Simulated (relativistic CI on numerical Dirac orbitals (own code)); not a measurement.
Computed by Dirac-Coulomb-Breit CI, orbitals from a KLI potential per configuration, model QED (radiative potential, 1s self-energy scaled to tabulated hydrogen-like ionisation energies), unscaled Slater integrals (own radial code, finite nucleus).

CI space (outside the closed core 1s2): 2s2.2p6, 2s2.2p5.3s, 2s2.2p5.3p, 2s2.2p5.3d, 2s.2p6.3s, 2s.2p6.3p, 2s.2p6.3d, 2s2.2p5.4s, 2s2.2p5.4p, 2s2.2p5.4d, 2s2.2p5.4f, 2s2.2p4.3s2, 2s2.2p4.3s.3p, 2s2.2p5.5s, 2s.2p6.4s, 2s2.2p5.5p, 2s2.2p4.3s.3d, 2s2.2p4.3p2, 2s2.2p5.5d, 2s2.2p5.5f, 2s2.2p5.5g, 2s.2p6.4p, 2s.2p6.4d, 2s2.2p4.3p.3d, 2s.2p6.4f, 2s.2p5.3s2, 2s2.2p4.3d2, 2s.2p5.3s.3p, 2s.2p5.3s.3d, 2s.2p5.3p2, 2s.2p6.5s, 2s.2p5.3p.3d, 2s.2p6.5p, 2s.2p6.5d, 2s.2p6.5f, 2s.2p6.5g. Levels of other configurations are missing.

At this charge energies of transitions that change n are usually good to better than 1 %, and those within a shell (Δn = 0) to a few per cent.

Outline of the computed level scheme of Pb LXXIII. Lowest level of each configuration: 2s2.2p6 1S_0 at 0.0 eV; 2s2.2p5.3s 3P°_2 at 10240.6 eV; 2s2.2p5.3p 3P_1 at 10416.9 eV; 2s2.2p5.3d 3P°_0 at 11217.8 eV; 2s.2p6.3s 3S_1 at 13050.8 eV; 2s.2p6.3p 3P°_1 at 13231.5 eV; 2s.2p6.3d 3D_1 at 14041.6 eV; 2s2.2p5.4s 3P°_2 at 14508.7 eV; 2s2.2p5.4p 3P_1 at 14581.1 eV.

Some strong electric-dipole decays among the lowest 45 levels: 2s2.2p5.3d 1P°_1 → 2s2.2p6 1S_0 (4.3e+15 s⁻¹); 2s2.2p5.3d 3D°_1 → 2s2.2p6 1S_0 (2.6e+15 s⁻¹); 2s.2p6.3p 3P°_1 → 2s2.2p6 1S_0 (8.0e+14 s⁻¹); 2s.2p6.3p 1P°_1 → 2s2.2p6 1S_0 (6.6e+14 s⁻¹); 2s2.2p5.3s 1P°_1 → 2s2.2p6 1S_0 (2.6e+14 s⁻¹); 2s2.2p5.3d 3P°_1 → 2s2.2p6 1S_0 (1.9e+14 s⁻¹); 2s2.2p5.4p 3P_1 → 2s2.2p5.3s 3P°_2 (9.2e+13 s⁻¹); 2s2.2p5.4s 1P°_1 → 2s2.2p6 1S_0 (8.9e+13 s⁻¹).

LS names give the leading component of a level, which can be under half, so a name can repeat, a term be missing and a line seem to break the LS rules.
